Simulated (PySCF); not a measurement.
## Telling isomers of C₄H₁₄OSi₃ apart by NMR

Method: PBE0/pcSseg-1 with gauge-including orbitals, coordinates at the GFN2-xTB level, in PySCF 2.14.0 with density-fitted response routines (no solvent, single conformer, non-relativistic, fast rotation and ring inversion assumed for equivalent nuclei).

Referencing at the same level of theory: TMS for $^{1}$H, $^{13}$C. Where no couplings were computed, multiplicities follow the n + 1 count of equivalent neighbours, and m marks all less simple cases (inequivalent or close neighbours, rings, F or P nearby). Shifts are as computed. Against solution values, carbons near 30 ppm lie about +3 ppm off and those near 130 ppm about +5 ppm. Of 1211 compounds with measured shifts, 218 miss one by over three times the rms of a fit or turn the order of signals round; such compounds aren't used in these exercises.

(1) Tabulate the signals of `C=C[SiH2]O[SiH2][SiH](C)C`, `CC(C)([SiH3])C(=O)[SiH2][SiH3]` and their relative energies.

(2) What is the quickest way to tell C=C[SiH2]O[SiH2][SiH](C)C from CC(C)([SiH3])C(=O)[SiH2][SiH3]?

## Answers

(1) 
| SMILES | carbon types | δC | δH | E rel. (kcal/mol) |
| --- | --- | --- | --- | --- |
| C=C[SiH2]O[SiH2][SiH](C)C | 1×CH 1×CH2 2×CH3 | 146.9, 141.6, -5.3 | 6.61 (m, 1H), 6.44 (m, 1H), 6.08 (m, 1H), 5.63 (d, 2H), 5.26 (d, 2H), 4.50 (m, 1H), 0.17 (d, 6H) | 0.0 |
| CC(C)([SiH3])C(=O)[SiH2][SiH3] | 2×C 2×CH3 | 251.3, 52.2, 22.6 | 4.33 (q, 2H), 3.76 (s, 3H), 3.55 (t, 3H), 1.47 (s, 6H) | 56.5 |

Energies are electronic energies at PBE0/pcSseg-1 on these geometries, without zero-point or thermal terms, each for the one conformer computed, which needn't be the lowest.

(2) Both give the same number of carbon signals, but DEPT or the intensities differ. The first has an alkene CH at 146.9 ppm, the second a carbonyl carbon (C) at 251.3 ppm. In the proton spectra the most deshielded non-exchanging signals are 6.61 (m, 1H) and 4.33 (q, 2H).
